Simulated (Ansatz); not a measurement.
## Worked example: HI + C2H2FI → I2 + C2H3F

Species: HI (hydrogen iodide), singlet; C2H2FI `F/C=C/I`, singlet; I2 (iodine), singlet; C2H3F `C=CF`, singlet. The partners trade H for I: I–H and C–I bonds give way to I–I and C–H.

Shapes, held fixed at every level: PBE0-D4/def2-TZVP. Programs: Ansatz 0.2.0. The zero-point and thermal change to 298 K, harmonic and unscaled (PBE0-D4/def2-TZVP), is +11.0 kJ/mol.

At CCSD(T)/def2-TZVPP; 1 Eh = 2625.50 kJ/mol:

```
species  energy (Eh)
     HI  -297.737430
 C2H2FI  -474.113217
     I2  -594.289952
  C2H3F  -177.576825
```

Q: Work out ΔH(298 K) of the reaction at this level.

A: 
1. Products less reactants: (-594.289952) + (-177.576825) − [(-297.737430) + (-474.113217)] = -0.016130 Eh = -42.3 kJ/mol.
2. With the thermal change: -42.3 + (+11.0) = -31.3 kJ/mol.

Other levels give -57.1 (BHLYP-D4/def2-TZVPP) to -28.5 kJ/mol (MP2/def2-TZVPP). No measured value is set beside it here. For atoms past krypton def2 sets carry core potentials with scalar relativity. Outer-core shells of I are correlated, in sets that cover them unevenly. The median of the other levels is -41.6 kJ/mol.
